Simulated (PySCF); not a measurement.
# Basis-set dependence of population analyses: `C=C(F)B(O)O`

Compound: C2H4BFO2.
SMILES with atom numbers: `[CH2:1]=[C:2]([F:3])[B:4]([OH:5])[OH:6]` (hydrogens: H7, H8 on C1; H9 on O5; H10 on O6)

Structure used (PBE0-D3(BJ)/def2-SVP), in Å, numbered top down from 1:
```xyz
10
C2H4BFO2 angstrom
C      1.6642    0.3483   -0.6800
C      0.6321    0.6786    0.0988
F      0.6781    1.8112    0.8175
B     -0.6818   -0.1710    0.2618
O     -0.7748   -1.3152   -0.4723
O     -1.6276    0.2889    1.1199
H      1.6169   -0.5732   -1.2614
H      2.5533    0.9804   -0.7482
H     -1.5886   -1.8140   -0.3625
H     -2.4157   -0.2555    1.2007
```

PBE0 throughout (PySCF), one geometry, spherical d and f functions. One conformer (not necessarily the lowest) at the PBE0-D3(BJ)/def2-SVP geometry, without solvent, vibrations or thermal averaging. Atoms taken as equivalent share a column and are averaged. The first 7 of 8 kinds of atom are listed.

Mulliken charges (e):

```csv
basis,functions,C1,C2,F3,B4,O5/O6,H7,H8
STO-3G,34,-0.210,-0.006,-0.082,+0.339,-0.317,+0.083,+0.075
6-31G,62,-0.409,+0.228,-0.338,+0.573,-0.597,+0.193,+0.176
pcSseg-0,62,-0.418,-0.057,-0.359,+0.841,-0.623,+0.236,+0.235
6-31G*,92,-0.476,+0.331,-0.331,+0.427,-0.584,+0.197,+0.184
cc-pVDZ,104,-0.075,+0.070,-0.193,+0.018,-0.109,+0.064,+0.050
def2-SVP,104,-0.112,+0.182,-0.229,-0.049,-0.145,+0.073,+0.063
pcSseg-1,122,-0.222,+0.048,-0.286,+0.506,-0.403,+0.146,+0.134
aug-cc-pVDZ,174,+0.387,+0.747,-0.519,+0.610,-0.381,-0.413,-0.364
"6-311+G(2d,p)",186,-0.334,+0.147,-0.317,+0.973,-0.659,+0.143,+0.136
def2-TZVP,210,-0.270,+0.078,-0.191,+0.290,-0.411,+0.154,+0.138
cc-pVTZ,236,-0.285,+0.180,-0.177,+0.093,-0.228,+0.138,+0.124
IGLO-III,250,-0.251,+0.083,-0.235,+0.656,-0.510,+0.122,+0.126
```

IAO charges (e):

```
        basis  functions      C1      C2      F3      B4   O5/O6      H7      H8
       STO-3G         34  -0.312  +0.009  -0.090  +0.335  -0.365  +0.135  +0.132
        6-31G         62  -0.332  +0.131  -0.251  +0.451  -0.522  +0.177  +0.166
     pcSseg-0         62  -0.328  +0.126  -0.240  +0.428  -0.500  +0.170  +0.159
       6-31G*         92  -0.332  +0.148  -0.260  +0.489  -0.536  +0.166  +0.158
      cc-pVDZ        104  -0.338  +0.151  -0.261  +0.470  -0.530  +0.168  +0.159
     def2-SVP        104  -0.327  +0.148  -0.261  +0.466  -0.526  +0.164  +0.155
     pcSseg-1        122  -0.331  +0.150  -0.267  +0.477  -0.536  +0.170  +0.161
  aug-cc-pVDZ        174  -0.339  +0.154  -0.275  +0.485  -0.551  +0.176  +0.166
6-311+G(2d,p)        186  -0.338  +0.151  -0.275  +0.491  -0.553  +0.176  +0.167
    def2-TZVP        210  -0.341  +0.154  -0.275  +0.495  -0.553  +0.175  +0.165
      cc-pVTZ        236  -0.343  +0.154  -0.272  +0.493  -0.552  +0.174  +0.165
     IGLO-III        250  -0.341  +0.153  -0.276  +0.494  -0.555  +0.176  +0.167
```

Hirshfeld charges (e):

```json
{"basis": "STO-3G", "functions": "34", "C1": "-0.106", "C2": "-0.004", "F3": "-0.039", "B4": "+0.166", "O5/O6": "-0.177", "H7": "+0.028", "H8": "+0.023"}
{"basis": "6-31G", "functions": "62", "C1": "-0.108", "C2": "+0.014", "F3": "-0.101", "B4": "+0.213", "O5/O6": "-0.246", "H7": "+0.055", "H8": "+0.052"}
{"basis": "pcSseg-0", "functions": "62", "C1": "-0.111", "C2": "+0.007", "F3": "-0.091", "B4": "+0.212", "O5/O6": "-0.246", "H7": "+0.051", "H8": "+0.048"}
{"basis": "6-31G*", "functions": "92", "C1": "-0.114", "C2": "+0.012", "F3": "-0.091", "B4": "+0.213", "O5/O6": "-0.244", "H7": "+0.051", "H8": "+0.051"}
{"basis": "cc-pVDZ", "functions": "104", "C1": "-0.117", "C2": "+0.001", "F3": "-0.079", "B4": "+0.210", "O5/O6": "-0.238", "H7": "+0.050", "H8": "+0.049"}
{"basis": "def2-SVP", "functions": "104", "C1": "-0.117", "C2": "+0.005", "F3": "-0.087", "B4": "+0.219", "O5/O6": "-0.243", "H7": "+0.050", "H8": "+0.050"}
{"basis": "pcSseg-1", "functions": "122", "C1": "-0.116", "C2": "+0.006", "F3": "-0.092", "B4": "+0.235", "O5/O6": "-0.250", "H7": "+0.052", "H8": "+0.051"}
{"basis": "aug-cc-pVDZ", "functions": "174", "C1": "-0.117", "C2": "+0.003", "F3": "-0.094", "B4": "+0.235", "O5/O6": "-0.247", "H7": "+0.056", "H8": "+0.057"}
{"basis": "6-311+G(2d,p)", "functions": "186", "C1": "-0.112", "C2": "+0.002", "F3": "-0.097", "B4": "+0.237", "O5/O6": "-0.250", "H7": "+0.055", "H8": "+0.056"}
{"basis": "def2-TZVP", "functions": "210", "C1": "-0.115", "C2": "+0.005", "F3": "-0.093", "B4": "+0.235", "O5/O6": "-0.251", "H7": "+0.054", "H8": "+0.055"}
{"basis": "cc-pVTZ", "functions": "236", "C1": "-0.117", "C2": "+0.005", "F3": "-0.089", "B4": "+0.233", "O5/O6": "-0.249", "H7": "+0.053", "H8": "+0.053"}
{"basis": "IGLO-III", "functions": "250", "C1": "-0.116", "C2": "+0.004", "F3": "-0.095", "B4": "+0.239", "O5/O6": "-0.250", "H7": "+0.055", "H8": "+0.056"}
```

ESP-fitted charges (e):

```csv
basis,functions,C1,C2,F3,B4,O5/O6,H7,H8
STO-3G,34,-0.403,+0.051,-0.075,+0.560,-0.547,+0.120,+0.147
6-31G,62,-0.568,+0.224,-0.221,+0.710,-0.785,+0.209,+0.238
pcSseg-0,62,-0.627,+0.227,-0.223,+0.738,-0.786,+0.224,+0.256
6-31G*,92,-0.591,+0.238,-0.162,+0.492,-0.645,+0.226,+0.225
cc-pVDZ,104,-0.581,+0.257,-0.170,+0.420,-0.591,+0.220,+0.221
def2-SVP,104,-0.571,+0.251,-0.185,+0.483,-0.625,+0.213,+0.221
pcSseg-1,122,-0.608,+0.231,-0.185,+0.576,-0.680,+0.236,+0.239
aug-cc-pVDZ,174,-0.666,+0.343,-0.205,+0.453,-0.630,+0.256,+0.252
"6-311+G(2d,p)",186,-0.667,+0.316,-0.199,+0.496,-0.661,+0.260,+0.256
def2-TZVP,210,-0.655,+0.307,-0.192,+0.496,-0.656,+0.252,+0.249
cc-pVTZ,236,-0.635,+0.295,-0.183,+0.464,-0.627,+0.244,+0.241
IGLO-III,250,-0.653,+0.316,-0.197,+0.473,-0.638,+0.254,+0.248
```

Some averages cover members that differ in this geometry, most widely: O5/O6, Mulliken in 6-311+G(2d,p) -0.707 to -0.610; O5/O6, ESP-fitted in aug-cc-pVDZ -0.653 to -0.608; O5/O6, ESP-fitted in 6-311+G(2d,p) -0.683 to -0.639; O5/O6, ESP-fitted in IGLO-III -0.658 to -0.618 e.

Q: Which scheme is steadiest as the basis changes?

A: Largest range over the bases for any column: Hirshfeld 0.07 e, IAO 0.19 e, ESP-fitted 0.32 e, Mulliken 1.02 e. Hirshfeld charges move least and Mulliken charges most, counted in e. Without the minimal STO-3G basis the ranges are Hirshfeld 0.03, IAO 0.07, ESP-fitted 0.32, Mulliken 1.02 e.

Q: How much do the charges still move between the two largest bases, cc-pVTZ and IGLO-III?

A: At most, over all atoms: Mulliken 0.564 e, IAO 0.004 e, Hirshfeld 0.006 e, ESP-fitted 0.021 e.

Q: What do the same runs give for the total energy, the frontier levels and the dipole moment?

A: 
```csv
basis,energy (Eh),HOMO (eV),LUMO (eV),μ (D)
STO-3G,-348.6823,-4.07,3.07,3.42
6-31G,-353.3480,-7.13,-0.30,4.20
pcSseg-0,-352.6396,-7.29,-0.38,4.39
6-31G*,-353.4398,-6.98,-0.09,3.67
cc-pVDZ,-353.4812,-7.14,-0.25,3.60
def2-SVP,-353.1970,-7.22,-0.34,3.74
pcSseg-1,-353.4309,-7.37,-0.53,3.74
aug-cc-pVDZ,-353.5140,-7.46,-0.71,3.39
"6-311+G(2d,p)",-353.5797,-7.47,-0.71,3.49
def2-TZVP,-353.6108,-7.42,-0.60,3.49
cc-pVTZ,-353.5972,-7.36,-0.52,3.43
IGLO-III,-353.6201,-7.45,-0.68,3.44
```

The dipole is fixed by the density alone, so its range of 1.00 D shows that the density itself changes with the basis, not only its division among atoms.
